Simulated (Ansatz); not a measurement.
Consider the ligand exchange at the Si–C bond: `[SiH3]C1CB1Cl` + `NB[SeH]` → `NB[Se][SiH3]` + `ClB1CC1`.

Calculated with Ansatz (gas phase, PBE0-D4/def2-TZVP geometries, no zero-point term in ΔE). CBS: MP2 limit from def2 TZ/QZ plus the TZ coupled-cluster correction, frozen cores. For Se outer-core shells are correlated without core-valence functions, which leaves a few kJ/mol of doubt a bond. Scalar relativity is left out up to krypton. Each species was taken in one conformer, which may not be the lowest.

```
        species  CCSD(T)/CBS(def2) energy (Eh)
`[SiH3]C1CB1Cl`                     -853.36013
      `NB[SeH]`                    -2482.67368
 `NB[Se][SiH3]`                    -2772.97652
      `ClB1CC1`                     -563.07348
```

(1) Work out ΔE.

Largest T1 diagnostic among the species: 0.012.

Results:

(1) ΔE = (-2772.97652) + (-563.07348) − (-853.36013) − (-2482.67368) = -0.01619 Eh = -0.44 eV.
